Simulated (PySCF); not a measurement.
# What a mistake does to a calculation on BGe2H6O

Calculated results; nothing here was measured. The program is PySCF 2.14.0, an open-source quantum chemistry code, run on an isolated molecule that a program drew, which may never have been made. The molecule is BGe2H6O (charge 0, doublet), drawn as the SMILES string `[BH2][GeH2][O][GeH2]`.

Each row is a Hartree-Fock (HF) and frozen-core CCSD(T) single point in the cc-pVDZ basis, meant for a local HF minimum. Run 1 is clean. Each other run has one planted mistake out of seven kinds, and not every kind appears here: one electron removed, one electron added, multiplicity raised by two, geometry at a saddle point, minimal basis STO-3G, one bond length entered in bohr, all coordinates scaled. The reference is restricted for singlets and unrestricted otherwise, and also for a bond in bohr. Adding or removing an electron swaps singlet and doublet. Electrons count all cores. HOMO and LUMO are orbital energies over both spins, the gradient is its largest component, and the lowest frequency (negative if imaginary) is given only where the gradient is small. Bond lengths are over the 9 bonds as drawn. T1 is the CCSD diagnostic: over 0.02 (restricted) or 0.045 (unrestricted) a single reference is doubtful. Germanium has the cc-pVDZ-PP basis, with a core potential (ECP10MDF) in place of its 10 inner electrons, and its 3s, 3p and 3d shells are frozen in CCSD(T).

Geometry of the clean run:
```xyz
10
BGe2H6O, angstrom
B     0.2624    1.9969   -0.8460
Ge   -1.0506    1.1531    0.5263
O    -1.5363   -0.4644   -0.0447
Ge   -2.7192   -1.6977    0.4132
H     0.6876    3.1017   -0.6558
H     0.6076    1.4031   -1.8253
H    -0.4057    0.9899    1.9140
H    -2.3283    1.9947    0.6986
H    -4.1017   -1.0344    0.6005
H    -2.7469   -2.7245   -0.7314
```

```
run  electrons  basis functions  <S^2>  HOMO (eV)  LUMO (eV)  gradient (hartree/bohr)  lowest frequency (cm^-1)  mean bond (Å)  longest bond (Å)      T1  HF (hartree)  CCSD(T) (hartree)                          mistake
  1         83              104  0.755      -8.69       1.21                  1.7e-06                        29         1.5763             2.078  0.0163    -689.76051         -690.26897                         no fault
  2         82              104  0.000     -14.77      -6.86                  7.6e-02                         -         1.5763             2.078  0.0271    -689.47411         -689.98903             one electron removed
  3         83              104  3.769      -7.61      -1.74                  4.4e-02                         -         1.5763             2.078  0.0215    -689.63800         -690.14168       multiplicity raised by two
  4         83              104  0.974      -8.76       0.82                  2.6e-02                         -         1.7290             2.919  0.0335    -689.68905         -690.19191  one bond length entered in bohr
  5         83              104  0.755      -8.79       1.12                  1.4e-02                         -         1.6188             2.134  0.0174    -689.75426         -690.26796           all coordinates scaled
  6         84              104  0.000      -0.42       4.41                  7.8e-02                         -         1.5763             2.078  0.0595    -689.74134         -690.28084                                ?
```

**Which mistake was planted in run 6, and what did it cost?**

It counts 84 electrons, one more than the clean run, at the same geometry and basis. So the mistake is: one electron added. Subtracting run 1 and multiplying by 627.51 kcal/mol a hartree, the energy moved by 12.0 kcal/mol in HF and -7.4 kcal/mol in CCSD(T).

Cautions from the logs. Run 2: T1 is over the limit, so its CCSD(T) energy is less reliable; run 6: T1 is over the limit, so its CCSD(T) energy is less reliable.
